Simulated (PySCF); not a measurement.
## Static response to an electric field

Compound: C₄H₉NSi.
Atom-mapped SMILES: `[SiH3:1]/[N:2]=[CH:3]/[CH:4]1[CH2:5][CH2:6]1` (hydrogens: H7, H8, H9 on Si1; H10 on C3; H11 on C4; H12, H13 on C5; H14, H15 on C6)

Structure used (GFN2-xTB), in Å, numbered top down from 1:
```
atom  x, y, z in Å
Si1    3.0129   -0.2539    0.4174
N2     1.3064   -0.3393    0.5646
C3     0.3457    0.0492   -0.1416
C4    -1.0447   -0.1757    0.2536
C5    -2.0743   -0.4378   -0.8213
C6    -2.0833    0.8628   -0.1017
H7     3.4344   -1.6525    0.4333
H8     3.5449    0.4094   -0.7821
H9     3.4261    0.4798    1.6110
H10    0.4730    0.5795   -1.0980
H11   -1.1541   -0.6971    1.1955
H12   -2.8455   -1.1605   -0.6046
H13   -1.7347   -0.4543   -1.8460
H14   -2.8615    1.0544    0.6203
H15   -1.7498    1.7440   -0.6288
```

Level: CAM-B3LYP/def2-SVPD (PySCF), static field, nuclei fixed, core orbitals frozen in the response. The polarisability tensor in these axes (au):

```
x   110.66  -5.11   9.50
y    -5.11  68.78  -2.34
z     9.50  -2.34  71.81
```

Diagonalise the tensor; give its mean and Δα, where Δα² is half the sum of the squared differences of the eigenvalues.

Principal values 67.51, 70.21 and 113.54 au; mean 83.75 au = 12.41 Å³ = 13.81 × 10⁻⁴⁰ C²·m²/J; Δα = 44.74 au (53 % of the mean).

What is the dipole moment, and where does it point?

(-1.65, 0.65, -1.20) D, 2.14 D in size, pointing from the negative to the positive side. Measured along this direction, the outermost atoms are H9 and H7 at the negative end and H15, H13, H14 and H12 at the positive end.

Directions of the eigenvectors, and the extent of the frame along each?

Largest value along (0.97, -0.12, 0.23), where the nuclei span 6.37 Å; middle along (-0.26, -0.47, 0.85), 3.40 Å; least along (0.00, 0.88, 0.48), 2.53 Å. The response follows the extents in order.

What would n − 1 = 2πNα be for an ideal gas of these molecules at 273.15 K and 1 atm, electronic part alone?

N = p/kT = 2.6868 × 10¹⁹ cm⁻³, so n − 1 = 2π × N × 12.41 × 10⁻²⁴ cm³ = 2095 × 10⁻⁶ at long wavelengths, for an ideal gas.

Give the eigenvalues of the traceless quadrupole moment Θ = ½Σq(3rr − r²1), origin at the centre of nuclear charge.

-2.32, -1.04, 3.36 D·Å. The values depend on the origin, since the dipole doesn't vanish. The electronic extent ⟨r²⟩ about the same centre is 1120 bohr², a root-mean-square distance of 2.41 Å for the 54 electrons.

In TDDFT the mean static polarisability is Σ f/ω² over all singlet excitations (ω in hartree). How much of it do the 8 lowest give? Their energies (eV) and oscillator strengths: 4.39, 0.0002; 6.33, 0.0155; 6.94, 0.6841; 7.35, 0.0353; 7.47, 0.0057; 7.53, 0.0873; 7.62, 0.0006; 7.70, 0.0873.

They add up to 13.63 au, 16.3 % of the 83.75 au; the largest single term is 10.53 au, from the state at 6.94 eV. Terms in order: 0.01, 0.29, 10.53, 0.48, 0.08, 1.14, 0.01, 1.09 au. Higher excitations give the rest. The strengths listed sum to 0.916.

Find the Langevin capture rate constant for H3O+ (19.018 u) meeting this molecule (99.050 u), k = 2.342 × 10⁻⁹ cm³/s × √(α in Å³ / reduced mass in u).

The reduced mass is 15.95 u, so k = 2.07 × 10⁻⁹ cm³/s. The formula leaves out the permanent dipole, which adds to the capture rate.

The structure is a single GFN2-xTB conformer in the gas phase; no vibrational or solvent corrections.

The run behind these numbers computed excited states as well. The run took 39 s of wall time (with the writing of density and orbital grids) on one thread of an Arm Neoverse V1, no GPU, shared host, and the process peaked at 0.89 GiB of memory.
